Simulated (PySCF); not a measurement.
C2H10N2Si2, SMILES CN[Si@@H]1NC[SiH2]1. Atoms are numbered in the order given.

```xyz
16

C      3.1617    -0.2068    -0.2634
N      1.7685    -0.5998    -0.3336
Si     0.4124     0.1987     0.3772
N     -0.8231    -0.8916     0.9477
C     -2.1485    -0.5115     0.4298
Si    -1.5431     0.9094    -0.7364
H      3.2949     0.5433     0.5319
H      3.5395     0.2436    -1.2016
H      3.8195    -1.0610    -0.0180
H      1.5797    -1.3308    -1.0136
H      1.0563     1.1380     1.3511
H     -0.7654    -1.6438     1.6297
H     -2.6571    -1.3383    -0.1007
H     -2.8408    -0.1452     1.2118
H     -2.1766     2.2376    -0.4731
H     -1.7174     0.5931    -2.1875
```

Geometry: B3LYP-D3(BJ)/def2-SVP. The structure was generated by enumeration; whether it is a known compound was not checked. One conformer was computed; it need not be the lowest.

These are B3LYP-D3(BJ)/def2-SVP (PySCF 2.14.0) values and carry that method's errors.

Frequencies are harmonic and unscaled.

```json
[
 {"mode": "1", "ν (cm⁻¹)": "62", "IR (km/mol)": "0.5", "moving atoms (share of kinetic energy)": "C 32 %, H 30 %, N 25 %, Si 13 %"},
 {"mode": "2", "ν (cm⁻¹)": "96", "IR (km/mol)": "1.0", "moving atoms (share of kinetic energy)": "C 35 %, H 34 %, N 22 %, Si 9 %"},
 {"mode": "3", "ν (cm⁻¹)": "125", "IR (km/mol)": "1.9", "moving atoms (share of kinetic energy)": "H 61 %, Si 20 %, N 15 %"},
 {"mode": "4", "ν (cm⁻¹)": "168", "IR (km/mol)": "1.9", "moving atoms (share of kinetic energy)": "H 60 %, Si 19 %, N 19 %"},
 {"mode": "5", "ν (cm⁻¹)": "187", "IR (km/mol)": "0.5", "moving atoms (share of kinetic energy)": "H 33 %, N 32 %, Si 25 %, C 10 %"},
 {"mode": "6", "ν (cm⁻¹)": "317", "IR (km/mol)": "0.9", "moving atoms (share of kinetic energy)": "C 35 %, N 28 %, H 27 %, Si 10 %"},
 {"mode": "7", "ν (cm⁻¹)": "368", "IR (km/mol)": "10.4", "moving atoms (share of kinetic energy)": "H 59 %, Si 20 %, N 18 %"},
 {"mode": "8", "ν (cm⁻¹)": "426", "IR (km/mol)": "7.2", "moving atoms (share of kinetic energy)": "Si 59 %, H 23 %, C 10 %, N 8 %"},
 {"mode": "9", "ν (cm⁻¹)": "462", "IR (km/mol)": "28.2", "moving atoms (share of kinetic energy)": "H 39 %, Si 33 %, N 21 %"},
 {"mode": "10", "ν (cm⁻¹)": "490", "IR (km/mol)": "95.6", "moving atoms (share of kinetic energy)": "H 83 %, N 10 %"},
 {"mode": "11", "ν (cm⁻¹)": "528", "IR (km/mol)": "100.7", "moving atoms (share of kinetic energy)": "H 70 %, Si 20 %"},
 {"mode": "12", "ν (cm⁻¹)": "576", "IR (km/mol)": "26.9", "moving atoms (share of kinetic energy)": "H 94 %"},
 {"mode": "13", "ν (cm⁻¹)": "652", "IR (km/mol)": "8.0", "moving atoms (share of kinetic energy)": "C 43 %, H 41 %, Si 14 %"},
 {"mode": "14", "ν (cm⁻¹)": "708", "IR (km/mol)": "139.8", "moving atoms (share of kinetic energy)": "H 74 %, Si 14 %, C 11 %"},
 {"mode": "15", "ν (cm⁻¹)": "728", "IR (km/mol)": "81.6", "moving atoms (share of kinetic energy)": "H 54 %, N 26 %, Si 15 %"},
 {"mode": "16", "ν (cm⁻¹)": "781", "IR (km/mol)": "59.0", "moving atoms (share of kinetic energy)": "Si 34 %, H 34 %, N 25 %"},
 {"mode": "17", "ν (cm⁻¹)": "837", "IR (km/mol)": "87.1", "moving atoms (share of kinetic energy)": "H 40 %, N 30 %, Si 24 %"},
 {"mode": "18", "ν (cm⁻¹)": "848", "IR (km/mol)": "35.5", "moving atoms (share of kinetic energy)": "H 66 %, C 18 %, Si 10 %"},
 {"mode": "19", "ν (cm⁻¹)": "881", "IR (km/mol)": "133.1", "moving atoms (share of kinetic energy)": "H 86 %, Si 10 %"},
 {"mode": "20", "ν (cm⁻¹)": "948", "IR (km/mol)": "84.2", "moving atoms (share of kinetic energy)": "H 94 %"},
 {"mode": "21", "ν (cm⁻¹)": "1044", "IR (km/mol)": "34.0", "moving atoms (share of kinetic energy)": "C 37 %, N 34 %, H 29 %"},
 {"mode": "22", "ν (cm⁻¹)": "1097", "IR (km/mol)": "26.1", "moving atoms (share of kinetic energy)": "H 82 %, C 11 %"},
 {"mode": "23", "ν (cm⁻¹)": "1141", "IR (km/mol)": "1.1", "moving atoms (share of kinetic energy)": "H 77 %, C 18 %"},
 {"mode": "24", "ν (cm⁻¹)": "1155", "IR (km/mol)": "184.5", "moving atoms (share of kinetic energy)": "N 40 %, C 32 %, H 26 %"},
 {"mode": "25", "ν (cm⁻¹)": "1161", "IR (km/mol)": "2.0", "moving atoms (share of kinetic energy)": "H 68 %, C 21 %, N 11 %"},
 {"mode": "26", "ν (cm⁻¹)": "1175", "IR (km/mol)": "1.6", "moving atoms (share of kinetic energy)": "H 89 %"},
 {"mode": "27", "ν (cm⁻¹)": "1334", "IR (km/mol)": "34.6", "moving atoms (share of kinetic energy)": "H 64 %, N 23 %, C 13 %"},
 {"mode": "28", "ν (cm⁻¹)": "1403", "IR (km/mol)": "92.9", "moving atoms (share of kinetic energy)": "H 66 %, N 23 %, C 10 %"},
 {"mode": "29", "ν (cm⁻¹)": "1449", "IR (km/mol)": "21.7", "moving atoms (share of kinetic energy)": "H 87 %, C 13 %"},
 {"mode": "30", "ν (cm⁻¹)": "1466", "IR (km/mol)": "6.7", "moving atoms (share of kinetic energy)": "H 96 %"},
 {"mode": "31", "ν (cm⁻¹)": "1482", "IR (km/mol)": "2.8", "moving atoms (share of kinetic energy)": "H 92 %"},
 {"mode": "32", "ν (cm⁻¹)": "1501", "IR (km/mol)": "4.7", "moving atoms (share of kinetic energy)": "H 95 %"},
 {"mode": "33", "ν (cm⁻¹)": "2166", "IR (km/mol)": "190.0", "moving atoms (share of kinetic energy)": "H 97 %"},
 {"mode": "34", "ν (cm⁻¹)": "2195", "IR (km/mol)": "105.4", "moving atoms (share of kinetic energy)": "H 98 %"},
 {"mode": "35", "ν (cm⁻¹)": "2202", "IR (km/mol)": "143.7", "moving atoms (share of kinetic energy)": "H 96 %"},
 {"mode": "36", "ν (cm⁻¹)": "2981", "IR (km/mol)": "136.9", "moving atoms (share of kinetic energy)": "H 97 %"},
 {"mode": "37", "ν (cm⁻¹)": "2990", "IR (km/mol)": "64.2", "moving atoms (share of kinetic energy)": "H 95 %"},
 {"mode": "38", "ν (cm⁻¹)": "3030", "IR (km/mol)": "35.1", "moving atoms (share of kinetic energy)": "H 90 %, C 10 %"},
 {"mode": "39", "ν (cm⁻¹)": "3035", "IR (km/mol)": "51.7", "moving atoms (share of kinetic energy)": "H 91 %, C 9 %"},
 {"mode": "40", "ν (cm⁻¹)": "3102", "IR (km/mol)": "17.0", "moving atoms (share of kinetic energy)": "H 91 %, C 9 %"},
 {"mode": "41", "ν (cm⁻¹)": "3563", "IR (km/mol)": "3.9", "moving atoms (share of kinetic energy)": "H 93 %"},
 {"mode": "42", "ν (cm⁻¹)": "3582", "IR (km/mol)": "15.1", "moving atoms (share of kinetic energy)": "H 93 %"}
]
```
